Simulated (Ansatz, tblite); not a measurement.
Removing and adding an electron: Li₂Cl₂ (the lowest singlet isomer of a short search). Total charge 0; singlet. Geometry: r2SCAN-D4/def2-TZVP. Ansatz, gas phase; energy differences of separate SCF runs; the oxidised species was run as a doublet alone; the reduced species was run as a doublet alone.

```
atom   x (Å)   y (Å)   z (Å)
 Li1  -0.401   0.414  -1.163
 Li2   0.401  -0.414   1.163
 Cl3   1.602  -0.355  -0.678
 Cl4  -1.602   0.355   0.678
```

The xTB rows come from tblite. Correlated methods freeze 10 core orbitals; core or outer-core shells of Li are correlated, in sets that lack core-valence functions. In CCSD on the charge -1 doublet the largest single amplitude is 0.50, so its Hartree–Fock determinant may place the open shell otherwise than the density functionals do. The structure comes from a short search, and lower isomers may exist.

```json
{"level": "GFN1-xTB", "−HOMO (eV)": "12.59", "vertical IE (eV)": "14.99", "−LUMO (eV)": "7.54", "vertical EA (eV)": "4.96", "HOMO–LUMO gap (eV)": "5.04", "IE − EA (eV)": "10.03", "remarks": "–"}
{"level": "GFN2-xTB", "−HOMO (eV)": "11.02", "vertical IE (eV)": "13.93", "−LUMO (eV)": "6.54", "vertical EA (eV)": "3.34", "HOMO–LUMO gap (eV)": "4.48", "IE − EA (eV)": "10.59", "remarks": "–"}
{"level": "PBE-D4/def2-TZVP", "−HOMO (eV)": "6.64", "vertical IE (eV)": "9.83", "−LUMO (eV)": "1.32", "vertical EA (eV)": "–", "HOMO–LUMO gap (eV)": "5.32", "IE − EA (eV)": "–", "remarks": "–"}
{"level": "PBE-D4/def2-TZVPD", "−HOMO (eV)": "6.68", "vertical IE (eV)": "–", "−LUMO (eV)": "1.33", "vertical EA (eV)": "0.19", "HOMO–LUMO gap (eV)": "5.34", "IE − EA (eV)": "–", "remarks": "HOMO above zero (-1 doublet)"}
{"level": "r2SCAN-D4/def2-TZVP", "−HOMO (eV)": "6.98", "vertical IE (eV)": "10.06", "−LUMO (eV)": "0.64", "vertical EA (eV)": "–", "HOMO–LUMO gap (eV)": "6.34", "IE − EA (eV)": "–", "remarks": "–"}
{"level": "r2SCAN-D4/def2-TZVPD", "−HOMO (eV)": "6.99", "vertical IE (eV)": "–", "−LUMO (eV)": "0.65", "vertical EA (eV)": "0.06", "HOMO–LUMO gap (eV)": "6.33", "IE − EA (eV)": "–", "remarks": "HOMO above zero (-1 doublet)"}
{"level": "PBE0-D4/def2-TZVP", "−HOMO (eV)": "8.02", "vertical IE (eV)": "10.25", "−LUMO (eV)": "0.77", "vertical EA (eV)": "–", "HOMO–LUMO gap (eV)": "7.25", "IE − EA (eV)": "–", "remarks": "–"}
{"level": "PBE0-D4/def2-TZVPD", "−HOMO (eV)": "8.03", "vertical IE (eV)": "–", "−LUMO (eV)": "0.80", "vertical EA (eV)": "0.09", "HOMO–LUMO gap (eV)": "7.24", "IE − EA (eV)": "–", "remarks": "HOMO above zero (-1 doublet)"}
{"level": "CCSD/def2-TZVPD", "−HOMO (eV)": "–", "vertical IE (eV)": "–", "−LUMO (eV)": "–", "vertical EA (eV)": "-0.15", "HOMO–LUMO gap (eV)": "–", "IE − EA (eV)": "–", "remarks": "HOMO above zero (-1 doublet), large T1 (0.084) (-1 doublet)"}
{"level": "CCSD/def2-TZVPP", "−HOMO (eV)": "–", "vertical IE (eV)": "10.72", "−LUMO (eV)": "–", "vertical EA (eV)": "–", "HOMO–LUMO gap (eV)": "–", "IE − EA (eV)": "–", "remarks": "large T1 (0.048) (+1 doublet)"}
{"level": "CCSD(T)/def2-TZVPD", "−HOMO (eV)": "–", "vertical IE (eV)": "–", "−LUMO (eV)": "–", "vertical EA (eV)": "-0.12", "HOMO–LUMO gap (eV)": "–", "IE − EA (eV)": "–", "remarks": "HOMO above zero (-1 doublet), large T1 (0.084) (-1 doublet)"}
{"level": "CCSD(T)/def2-TZVPP", "−HOMO (eV)": "–", "vertical IE (eV)": "10.74", "−LUMO (eV)": "–", "vertical EA (eV)": "–", "HOMO–LUMO gap (eV)": "–", "IE − EA (eV)": "–", "remarks": "large T1 (0.048) (+1 doublet)"}
```

Relaxing the oxidised species (r2SCAN-D4/def2-TZVP) changes its energy by -0.76 eV at PBE-D4/def2-TZVP, so the adiabatic ionisation energy to this nearest minimum is 9.07 eV. At PBE0-D4/def2-TZVP it is 9.28 eV. In the charge 1 doublet, Cl3 and Cl4 lie 2.67 Å apart (atoms count from 1), so these atoms are partly bonded to each other. Run but left out: HF/def2-TZVPP, MP2/def2-TZVPP (charge +1 doublet: a determinant that CCSD turns far, T1 0.048); HF/def2-TZVPD, MP2/def2-TZVPD (charge -1 doublet: a determinant that CCSD turns far, T1 0.084).   A HOMO above zero means that the electron is unbound at that level or that self-interaction error raises the level; the energy of removing that electron tells which. Raw xTB energy differences between charge states are shifted by several eV; the methods need an empirical correction for them. A negative affinity means that the extra electron isn't bound; its size then hangs on the basis.
